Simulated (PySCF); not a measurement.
C₃H₇FOSi, SMILES C[C@@H](F)[SiH2]C=O.

Geometry optimised at r2SCAN-D4/def2-SVP. The structure was generated by enumeration; whether it is a known compound was not checked. Other conformers were not sampled.

Two levels are set side by side: PBE/def2-TZVP (PySCF) and r2SCAN/def2-TZVP (PySCF). Same geometry, gas phase. Differences are taken from unrounded values.

```tsv
quantity	r2SCAN	PBE	PBE minus r2SCAN
orbital gap (eV)	3.19	2.73	-0.45
highest occupied level (eV)	-5.83	-5.55	0.27
lowest empty level (eV)	-2.64	-2.82	-0.18
dipole moment (D)	2.93	2.82	-0.12
mean polarisability (bohr³)	68.1	70.3	2.2
```

Rough cost on one machine, each run with all the roots and properties that it gave: r2SCAN against PBE about 4 times.
